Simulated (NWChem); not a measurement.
System: C₃H₃BFN; SMILES FB1C=CN=C1

Input file for NWChem:

```
start job
memory heap 200 mb stack 900 mb global 1100 mb
geometry units angstroms noautosym nocenter noautoz
  F      0.061574     2.109192     0.000000
  B     -0.010625     0.789690     0.000000
  C     -1.252568    -0.144466     0.000000
  C     -0.710212    -1.374212     0.000000
  N      0.763925    -1.455472     0.000000
  C      1.222651    -0.254446     0.000000
  H     -2.317649     0.051969     0.000000
  H     -1.224332    -2.331477     0.000000
  H      2.302463    -0.101604     0.000000
end
basis spherical
  * library pcsseg-1
end
dft
  xc xpbe96 cpbe96
  iterations 150
end
property
  shielding
end
task dft property
```

Parts of the log:

```
             Northwest Computational Chemistry Package (NWChem) 7.3.0
             --------------------------------------------------------

                             Geometry "geometry" -> ""
                             -------------------------

 Output coordinates in angstroms (scale by  1.889725989 to convert to a.u.)

  No.       Tag          Charge          X              Y              Z
 ---- ---------------- ---------- -------------- -------------- --------------
    1 F                    9.0000     0.06157400     2.10919200     0.00000000
    2 B                    5.0000    -0.01062500     0.78969000     0.00000000
    3 C                    6.0000    -1.25256800    -0.14446600     0.00000000
    4 C                    6.0000    -0.71021200    -1.37421200     0.00000000
    5 N                    7.0000     0.76392500    -1.45547200     0.00000000
    6 C                    6.0000     1.22265100    -0.25444600     0.00000000
    7 H                    1.0000    -2.31764900     0.05196900     0.00000000
    8 H                    1.0000    -1.22433200    -2.33147700     0.00000000
    9 H                    1.0000     2.30246300    -0.10160400     0.00000000

 Effective nuclear repulsion energy (a.u.)     191.2849211276

  pbe96 is a nonlocal functional; adding pw91lda local functional.
                              NWChem Property Module
                              ----------------------

  itol2e modified to match energy
  convergence criterion.

                                 NWChem DFT Module
                                 -----------------

 Summary of "ao basis" -> "ao basis" (spherical)
 ------------------------------------------------------------------------------
       Tag                 Description            Shells   Functions and Types
 ---------------- ------------------------------  ------  ---------------------
 F                          pcsseg-1                 7       17   3s3p1d
 B                          pcsseg-1                 7       17   3s3p1d
 C                          pcsseg-1                 7       17   3s3p1d
 N                          pcsseg-1                 7       17   3s3p1d
 H                          pcsseg-1                 3        5   2s1p

  itol2e modified to match energy
  convergence criterion.

            General Information
            -------------------
          SCF calculation type: DFT
          Wavefunction type:  closed shell.
          No. of atoms     :     9
          No. of electrons :    42
           Alpha electrons :    21
            Beta electrons :    21
          Charge           :     0
          Spin multiplicity:     1
          Use of symmetry is: off; symmetry adaption is: off
          Maximum number of iterations: 150
          AO basis - number of functions:   117
                     number of shells:    51
          Convergence on energy requested:  1.00D-07
          Convergence on density requested:  1.00D-05
          Convergence on gradient requested:  5.00D-04

              XC Information
              --------------
          PerdewBurkeErnzerhof Exchange Functional  1.000
            Perdew 1991 LDA Correlation Functional  1.000 local
           PerdewBurkeErnz. Correlation Functional  1.000 non-local

             Grid Information
             ----------------
          Grid used for XC integration:  fine
          Radial quadrature: Mura-Knowles
          Angular quadrature: Lebedev.
          Tag              B.-S. Rad. Rad. Pts. Rad. Cut. Ang. Pts.
          ---              ---------- --------- --------- ---------
          F                   0.50       70          12.0       590
          B                   0.85       70          11.0       590
          C                   0.70       70          11.0       590
          N                   0.65       70          10.0       590
          H                   0.35       60          12.0       590
          Grid pruning is: on
          Number of quadrature shells:   600
          Spatial weights used:  Erf1

      Superposition of Atomic Density Guess
      -------------------------------------

 Sum of atomic energies:        -292.63087057

      Non-variational initial energy
      ------------------------------

 Total energy =    -295.694110
 1-e energy   =    -777.243762
 2-e energy   =     290.264730
 HOMO         =      -0.294835
 LUMO         =      -0.129430

   convergence    iter        energy       DeltaE   RMS-Dens  Diis-err
 ---------------- ----- ----------------- --------- --------- ---------
 d= 0,ls=0.0,diis     1   -295.0848481639 -4.86D+02  1.19D-02  1.06D+00
 d= 0,ls=0.0,diis     2   -294.8232690054  2.62D-01  9.02D-03  3.54D+00
 d= 0,ls=0.0,diis     3   -295.1740602469 -3.51D-01  2.79D-03  2.08D-01
 d= 0,ls=0.0,diis     4   -295.1896592541 -1.56D-02  1.30D-03  5.36D-02
 d= 0,ls=0.0,diis     5   -295.1949655193 -5.31D-03  5.27D-04  1.02D-02
  Resetting Diis
 d= 0,ls=0.0,diis     6   -295.1959428324 -9.77D-04  2.11D-04  5.97D-04
 d= 0,ls=0.0,diis     7   -295.1959785333 -3.57D-05  3.63D-04  3.73D-04
 d= 0,ls=0.0,diis     8   -295.1955428398  4.36D-04  2.79D-04  3.57D-03
 d= 0,ls=0.0,diis     9   -295.1960279393 -4.85D-04  1.63D-05  1.07D-05
 d= 0,ls=0.0,diis    10   -295.1960289762 -1.04D-06  5.24D-06  8.06D-07
 d= 0,ls=0.0,diis    11   -295.1960290789 -1.03D-07  1.05D-06  4.12D-08
 d= 0,ls=0.0,diis    12   -295.1960290826 -3.70D-09  3.08D-07  5.15D-09

         Total DFT energy =     -295.196029082574
      One electron energy =     -781.306895414507
           Coulomb energy =      333.271076283145
    Exchange-Corr. energy =      -38.445131078763
 Nuclear repulsion energy =      191.284921127550

 Numeric. integr. density =       41.999997384287

                       DFT Final Molecular Orbital Analysis
                       ------------------------------------

 Vector   19  Occ=2.000000D+00  E=-3.072719D-01
              MO Center= -4.1D-01,  2.4D-02, -1.2D-09, r^2= 3.1D+00
   Bfn.  Coefficient  Atom+Function         Bfn.  Coefficient  Atom+Function
  ----- ------------  ---------------      ----- ------------  ---------------
     7      0.214072  1 F  px                41      0.208541  3 C  px
    10      0.201533  1 F  px                37      0.193088  3 C  s
   103     -0.191641  7 H  s                 24     -0.178244  2 B  px
    88     -0.173325  6 C  s                 42      0.169749  3 C  py
    75      0.161083  5 N  px                44      0.153484  3 C  px

 Vector   20  Occ=2.000000D+00  E=-2.412842D-01
              MO Center= -3.4D-01, -6.2D-01, -1.5D-09, r^2= 2.5D+00
   Bfn.  Coefficient  Atom+Function         Bfn.  Coefficient  Atom+Function
  ----- ------------  ---------------      ----- ------------  ---------------
    43      0.298427  3 C  pz                46      0.274466  3 C  pz
    60      0.234189  4 C  pz                94     -0.222929  6 C  pz
    97     -0.196791  6 C  pz                77     -0.194315  5 N  pz
    63      0.183457  4 C  pz                80     -0.179595  5 N  pz
    40      0.140245  3 C  pz                57      0.110100  4 C  pz

 Vector   21  Occ=2.000000D+00  E=-2.247425D-01
              MO Center=  7.1D-01, -1.1D+00,  7.3D-10, r^2= 2.3D+00
   Bfn.  Coefficient  Atom+Function         Bfn.  Coefficient  Atom+Function
  ----- ------------  ---------------      ----- ------------  ---------------
    79      0.320397  5 N  py                76      0.295842  5 N  py
    71     -0.231607  5 N  s                 20     -0.197860  2 B  s
    78     -0.185015  5 N  px                75     -0.177931  5 N  px
    70     -0.171332  5 N  s                 93     -0.164184  6 C  py
   113      0.160525  9 H  s                 73      0.155933  5 N  py

[...]

          -----------------------------------------
          Chemical Shielding Tensors (GIAO, in ppm)
          -----------------------------------------

                                NWChem CPHF Module
                                ------------------

  scftype          =     RHF
  nclosed          =       21
  nopen            =        0
  variables        =     2016
  # of vectors     =        3
  tolerance        = 0.10D-03
  level shift      = 0.00D+00
  max iterations   =       50
  max subspace     =       30

 SCF residual:    2.1177001491642964E-005

Iterative solution of linear equations
  No. of variables     2016
  No. of equations        3
  Maximum subspace       30
        Iterations       50
       Convergence  1.0D-04

   iter   nsub   residual    time
   ----  ------  --------  ---------
     1      3    5.54D-05      31.5

      Atom:    1  F
        Diamagnetic
    459.2588      1.7078      0.0000
      1.7078    489.3383      0.0000
      0.0000      0.0000    462.2486

        Paramagnetic
   -404.0272     44.8108     -0.0000
     44.8108   -423.7824      0.0000
     -0.0000      0.0000     -5.5683

        Total Shielding Tensor
     55.2316     46.5186     -0.0000
     46.5186     65.5559      0.0000
     -0.0000      0.0000    456.6803

           isotropic =     192.4893
          anisotropy =     396.2865

          Principal Components and Axis System
                 1           2           3
              456.6803    107.1979     13.5896

      1        -0.0000      0.6670      0.7451
      2         0.0000      0.7451     -0.6670
      3         1.0000      0.0000      0.0000

      Atom:    2  B
        Diamagnetic
    195.3883      0.7444      0.0000
      0.7444    199.5617      0.0000
      0.0000      0.0000    171.2744

        Paramagnetic
   -128.4350     26.6978     -0.0000
     26.6978   -174.8713     -0.0000
     -0.0000     -0.0000   -113.7386

        Total Shielding Tensor
     66.9534     27.4422      0.0000
     27.4422     24.6904     -0.0000
      0.0000     -0.0000     57.5358

           isotropic =      49.7265
          anisotropy =      46.0962

          Principal Components and Axis System
                 1           2           3
               80.4573     57.5358     11.1864

      1         0.8972      0.0000     -0.4415
      2         0.4415     -0.0000      0.8972
      3        -0.0000      1.0000      0.0000

      Atom:    3  C
        Diamagnetic
    261.6576     -3.7989     -0.0000
     -3.7989    265.6435      0.0000
     -0.0000      0.0000    239.4883

        Paramagnetic
   -288.8578    -13.9469     -0.0000
    -13.9469   -192.6118      0.0000
     -0.0000      0.0000    -66.6348

        Total Shielding Tensor
    -27.2001    -17.7458     -0.0000
    -17.7458     73.0317      0.0000
     -0.0000      0.0000    172.8535

           isotropic =      72.8950
          anisotropy =     149.9377

          Principal Components and Axis System
                 1           2           3
              172.8535     76.0808    -30.2492

      1        -0.0000     -0.1693      0.9856
      2         0.0000      0.9856      0.1693
      3         1.0000     -0.0000      0.0000

      Atom:    4  C
        Diamagnetic
    264.7292     -6.3723     -0.0000
     -6.3723    258.9423      0.0000
     -0.0000      0.0000    237.4896

        Paramagnetic
   -367.8609    -37.3866     -0.0000
    -37.3866   -260.8299     -0.0000
     -0.0000     -0.0000   -147.8010

        Total Shielding Tensor
   -103.1317    -43.7589     -0.0000
    -43.7589     -1.8876     -0.0000
     -0.0000     -0.0000     89.6886

           isotropic =      -5.1103
          anisotropy =    -171.4695

          Principal Components and Axis System
                 1           2           3
             -119.4233     89.6886     14.4039

      1         0.9372      0.0000     -0.3489
      2         0.3489     -0.0000      0.9372
      3         0.0000      1.0000      0.0000

      Atom:    5  N
        Diamagnetic
    340.1056     13.0683      0.0000
     13.0683    323.4216      0.0000
      0.0000      0.0000    314.7665

        Paramagnetic
   -958.9133   -167.5873     -0.0000
   -167.5873   -548.8220      0.0000
     -0.0000      0.0000    -98.7404

        Total Shielding Tensor
   -618.8077   -154.5190     -0.0000
   -154.5190   -225.4004      0.0000
     -0.0000      0.0000    216.0261

           isotropic =    -209.3940
          anisotropy =    -694.2703

          Principal Components and Axis System
                 1           2           3
             -672.2409    216.0261   -171.9672

      1         0.9451     -0.0000     -0.3268
      2         0.3268      0.0000      0.9451
      3         0.0000      1.0000     -0.0000

      Atom:    6  C
        Diamagnetic
    258.6012      1.6659      0.0000
      1.6659    266.4204     -0.0000
      0.0000     -0.0000    238.5708

        Paramagnetic
   -404.5396      2.0591      0.0000
      2.0591   -257.1726      0.0000
      0.0000      0.0000   -118.0846

        Total Shielding Tensor
   -145.9384      3.7251      0.0000
      3.7251      9.2478      0.0000
      0.0000      0.0000    120.4863

           isotropic =      -5.4014
          anisotropy =    -210.9395

          Principal Components and Axis System
                 1           2           3
             -146.0277    120.4863      9.3371

      1         0.9997      0.0000      0.0240
      2        -0.0240      0.0000      0.9997
      3        -0.0000      1.0000     -0.0000

      Atom:    7  H
        Diamagnetic
     42.1795     -3.9742     -0.0000
     -3.9742     27.1036     -0.0000
     -0.0000     -0.0000     23.0953

        Paramagnetic
    -18.0094      3.5582      0.0000
      3.5582      0.4939      0.0000
      0.0000      0.0000      4.8237

        Total Shielding Tensor
     24.1701     -0.4160      0.0000
     -0.4160     27.5975      0.0000
      0.0000      0.0000     27.9190

           isotropic =      26.5622
          anisotropy =       2.0352

          Principal Components and Axis System
                 1           2           3
               27.9190     27.6473     24.1204

      1        -0.0000     -0.1188      0.9929
      2         0.0000      0.9929      0.1188
      3         1.0000     -0.0000     -0.0000

      Atom:    8  H
        Diamagnetic
     31.0672      6.7873     -0.0000
      6.7873     37.2672      0.0000
     -0.0000      0.0000     23.2829

        Paramagnetic
    -10.2492    -10.8436     -0.0000
    -10.8436    -13.2484     -0.0000
     -0.0000     -0.0000      1.6377

        Total Shielding Tensor
     20.8179     -4.0563     -0.0000
     -4.0563     24.0188     -0.0000
     -0.0000     -0.0000     24.9206

           isotropic =      23.2524
          anisotropy =       5.2898

          Principal Components and Axis System
                 1           2           3
               26.7790     24.9206     18.0577

      1        -0.5626     -0.0000      0.8267
      2         0.8267      0.0000      0.5626
      3        -0.0000      1.0000      0.0000

      Atom:    9  H
        Diamagnetic
     42.0650      3.3614      0.0000
      3.3614     26.5166     -0.0000
      0.0000     -0.0000     22.6506

        Paramagnetic
    -23.9306     -5.0517      0.0000
     -5.0517     -1.0316      0.0000
      0.0000      0.0000      2.9941

        Total Shielding Tensor
     18.1343     -1.6903      0.0000
     -1.6903     25.4850     -0.0000
      0.0000     -0.0000     25.6448

           isotropic =      23.0880
          anisotropy =       4.1505

          Principal Components and Axis System
                 1           2           3
               25.8551     25.6448     17.7643

      1        -0.2139     -0.0000      0.9769
      2         0.9769      0.0000      0.2139
      3        -0.0000      1.0000     -0.0000
```

Level: PBE/pcSseg-1, GIAO. Structure relaxed at the B3LYP/6-31G* (spherical d) level. The printed shielding anisotropy is the first printed principal value minus the mean of the other two.
